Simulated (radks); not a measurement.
The numbers below are computed, except where a source is named.
Task: Radial electron density D(r) = 4 pi r^2 rho(r) of an atom or ion with 10 electrons. Level of theory: scalar-relativistic Kohn-Sham, SOGGA, spin-polarised, spherical densities, finite nucleus; Fermi nuclear charge, rms radius of each element as measured or else 0.836 A^(1/3) + 0.57 fm (a radial shooting solver on a logarithmic mesh with Libxc functionals).

```
   r/bohr * D(r) (the largest magnitude, 9.32, reaches the edge; | marks zero)
  0.02161 |       *
  0.02456 |         *
  0.02814 |           *
  0.03198 |             *
  0.03664 |                *
  0.04164 |                   *
  0.04771 |                      *
  0.05422 |                         *
  0.06212 |                            *
   0.0706 |                               *
  0.08089 |                                 *
  0.09193 |                                   *
   0.1053 |                                   *
   0.1197 |                                   *
   0.1372 |                                 *
   0.1559 |                                *
   0.1786 |                             *
    0.203 |                            *
   0.2325 |                           *
   0.2643 |                             *
   0.3028 |                                *
   0.3442 |                                     *
   0.3943 |                                           *
   0.4481 |                                                 *
   0.5134 |                                                     *
   0.5835 |                                                      *
   0.6685 |                                                    *
   0.7598 |                                               *
   0.8705 |                                        *
   0.9894 |                               *
    1.134 |                      *
    1.288 |               *
    1.476 |         *
    1.678 |     *
    1.922 |   *
    2.184 | *
    2.503 | *
    2.844 | *
    3.259 | *
    3.704 | *
    4.243 |*
    4.823 |*
    5.525 |*
     6.28 *
    7.195 *
    8.177 *
    9.368 *
    10.65 *
     12.2 *
    13.86 *
```

What is the nuclear charge?

Result: Z = 10. The innermost maximum, from 1s, lies near gamma/Z bohr with gamma = sqrt(1 - (Z/c)^2) = 0.997, here 0.0997 bohr (found: 0.106), and its height grows with Z. The density is that of neutral neon in 1s1 2s2 2p6 3s1; the configuration itself is not fixed sharply by these data. D(r) has 3 maxima, at r = 0.106, 0.579, 3.21 bohr, and minima at 0.223, 2.94 bohr, inside which lie 1.03, 9.23 electrons.
